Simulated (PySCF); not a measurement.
# C7H5FO: core ionisation energies

Compound: C₇H₅FO.
Z-matrix (Å and degrees, PBE0-D3(BJ)/def2-SVP geometry), rows numbered from 1:
```
O 
C   1  1.2065
C   2  1.4800  1  123.33
C   3  1.4017  2  119.97  1     0.05
C   4  1.3877  3  120.78  2  -179.98
C   5  1.3985  4  119.58  3    -0.00
C   6  1.3924  5  120.79  4     0.00
C   7  1.3892  6  118.69  5    -0.00
F   8  1.3313  3  119.32  2    -0.02
H   2  1.1150  1  121.25  3  -179.97
H   4  1.0927  3  117.20  2     0.01
H   5  1.0918  4  120.30  3  -179.99
H   6  1.0926  5  119.96  4   180.00
H   7  1.0913  6  122.03  5   180.00
```

Method: delta-SCF UKS SCAN, pcX-2 on the ionised atom, pcseg-1 elsewhere, spin-free X2C in PySCF 2.14.0. Vertical ΔSCF values, vacuum level as zero.

**Question.** What binding energy does each computed site have?

**Answer.** 
| atom(s) | bonded to | level | binding energy (eV) | above the level's lowest (eV) | count |
| --- | --- | --- | --- | --- | --- |
| C5 | 2 C (aromatic in the SMILES) and H | C 1s | 290.81 | 0.00 | 1 |
| C4 | 2 C (aromatic in the SMILES) and H | C 1s | 290.87 | +0.06 | 1 |
| C7 | 2 C (aromatic in the SMILES) and H | C 1s | 290.97 | +0.16 | 1 |
| C3 | 2 C (aromatic in the SMILES) and C | C 1s | 290.99 | +0.18 | 1 |
| C6 | 2 C (aromatic in the SMILES) and H | C 1s | 291.03 | +0.22 | 1 |
| C8 | F and 2 C (aromatic in the SMILES) | C 1s | 293.19 | +2.38 | 1 |
| C2 | O (double bond), C and H | C 1s | 293.21 | +2.40 | 1 |
| O1 | C (double bond) | O 1s | 537.46 | 0.00 | 1 |
| F9 | C | F 1s | 693.47 | 0.00 | 1 |

The listed C 1s values span 2.40 eV, from C5 (bonded to 2 C (aromatic in the SMILES) and H) to C2 (bonded to O (double bond), C and H). The widest gap between neighbouring values is 2.16 eV, between 291.03 and 293.19 eV. Summing the Pauling electronegativity differences to the bonded atoms, each weighted by its formal bond order, gives -0.35 for the lowest site and +1.43 for the highest; no listed site has a larger sum than the highest. The values 290.97, 290.99 and 291.03 eV; the values 293.19 and 293.21 eV lie too close for their order to be trusted.

**Question.** Which photon energy gives electrons from C 1s of C7 a kinetic energy of 50 eV, and what is their de Broglie wavelength?

**Answer.** hν = 290.97 + 50 = 340.97 eV, recoil neglected; λ = 12.264 Å/√(E/eV) = 1.73 Å.

**Question.** Which photon wavelength matches the C 1s of C7 threshold?

**Answer.** λ = hc/E = 12398.42 eV Å / 290.97 eV = 42.611 Å.

Spin contamination (⟨S²⟩ against 0.75 for a pure doublet) is marked for C 1s of C8 (0.85), which makes this value less certain. Geometry: PBE0-D3(BJ)/def2-SVP, one conformer, isolated molecule.
